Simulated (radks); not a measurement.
Problem. The table gives one normalised radial function P(r) = r R(r) (large component) of In4+ in [Ar] 3d10 4s2 4p5 4d9 5p1 (r in bohr). All-electron calculation, Dirac Kohn-Sham, PBEsol, spin-unpolarised, spherical densities, finite nucleus; open shells fill j = l - 1/2 first; Fermi nuclear charge, rms radius 4.6156 fm. Program: a radial shooting solver on a logarithmic mesh with Libxc functionals.

| r | P |
|---|---|
| 0.001179 | 0.0000 |
| 0.001351 | 0.0000 |
| 0.00156 | 0.0000 |
| 0.001787 | 0.0000 |
| 0.002064 | 0.0000 |
| 0.002384 | 0.0000 |
| 0.002731 | 0.0001 |
| 0.003154 | 0.0001 |
| 0.003642 | 0.0002 |
| 0.004173 | 0.0002 |
| 0.004819 | 0.0004 |
| 0.005521 | 0.0005 |
| 0.006377 | 0.0008 |
| 0.007364 | 0.0012 |
| 0.008437 | 0.0018 |
| 0.009744 | 0.0027 |
| 0.01125 | 0.0041 |
| 0.01289 | 0.0060 |
| 0.01489 | 0.0090 |
| 0.01706 | 0.0130 |
| 0.0197 | 0.0191 |
| 0.02275 | 0.0280 |
| 0.02607 | 0.0399 |
| 0.0301 | 0.0577 |
| 0.03449 | 0.0809 |
| 0.03983 | 0.1147 |
| 0.046 | 0.1607 |
| 0.0527 | 0.2184 |
| 0.06086 | 0.2980 |
| 0.07029 | 0.4000 |
| 0.08053 | 0.5193 |
| 0.093 | 0.6710 |
| 0.1066 | 0.8367 |
| 0.1231 | 1.0309 |
| 0.1421 | 1.2342 |
| 0.1628 | 1.4211 |
| 0.188 | 1.5947 |
| 0.2172 | 1.7216 |
| 0.2488 | 1.7797 |
| 0.2873 | 1.7611 |
| 0.3292 | 1.6630 |
| 0.3802 | 1.4810 |
| 0.4391 | 1.2385 |
| 0.503 | 0.9811 |
| 0.5809 | 0.7113 |
| 0.6656 | 0.4855 |
| 0.7686 | 0.2951 |
| 0.8877 | 0.1610 |
| 1.017 | 0.0813 |
| 1.175 | 0.0346 |
| 1.356 | 0.0127 |
| 1.554 | 0.0042 |
| 1.795 | 0.0011 |
| 2.056 | 0.0002 |
| 2.375 | 0.0000 |
| 2.743 | 0.0000 |
| 3.142 | 0.0000 |
| 3.629 | 0.0000 |
| 4.191 | 0.0000 |
| 4.801 | 0.0000 |
| 5.545 | 0.0000 |
| 6.353 | 0.0000 |
| 7.337 | 0.0000 |

Which n and l does it have? It may be an empty orbital.

Solution. n = 3, l = 2: the number of nodes gives n - l - 1 = 0, the rise at small r points to l (this Dirac orbital starts outside the nucleus as r^gamma with gamma = sqrt((l + 1)^2 - (Z/c)^2) = 2.98; the j = 5/2 orbital of l + 1 starts with the same power, but with a smaller coefficient, and then steepens), and the extent must fit the shell. The curve is that of 3d5/2; the two j differ most near the nucleus, where j = l - 1/2 has the larger amplitude, and in heavy atoms j = l - 1/2 is also the more compact. 3d5/2: eigenvalue -488.98 eV, 0 radial nodes, <r> = 0.326 bohr, 90 % of the charge inside 0.514 bohr.
